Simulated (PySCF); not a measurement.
Cl2H5NSi2, SMILES Cl[SiH2]N[SiH2]Cl.

Geometry: PBE0-D3(BJ)/def2-SVP. The values are those of a single conformer.

Two levels are set side by side: PBE/def2-TZVP (PySCF) and CAM-B3LYP/def2-TZVP (PySCF). Same geometry, gas phase. Differences are taken from unrounded values.

| quantity | CAM-B3LYP |
|---|---|
| orbital gap (eV) | 10.62 |
| highest occupied level (eV) | -9.77 |
| lowest empty level (eV) | 0.85 |
| dipole moment (D) | 1.00 |
| mean polarisability (bohr³) | 78.1 |

**Question.** What does PBE give, and how far is it from CAM-B3LYP? (Estimate from the structure and the level; the computed values follow.)

**Answer.** 
```
quantity                       PBE  PBE minus CAM-B3LYP
---------------------------  -----  -------------------
orbital gap (eV)              6.07                -4.55
highest occupied level (eV)  -7.04                 2.73
lowest empty level (eV)      -0.97                -1.82
dipole moment (D)             1.02                 0.02
mean polarisability (bohr³)   82.6                  4.5
```

PBE's occupied levels lie high since its potential decays too fast outside the molecule; exact exchange lowers them and widens the gap. Loosely held outer electrons make PBE densities more polarisable. Differences between two approximate levels are no errors against the true value.

Rough cost on one machine, each run with all the roots and properties that it gave: CAM-B3LYP against PBE within a factor of 2.
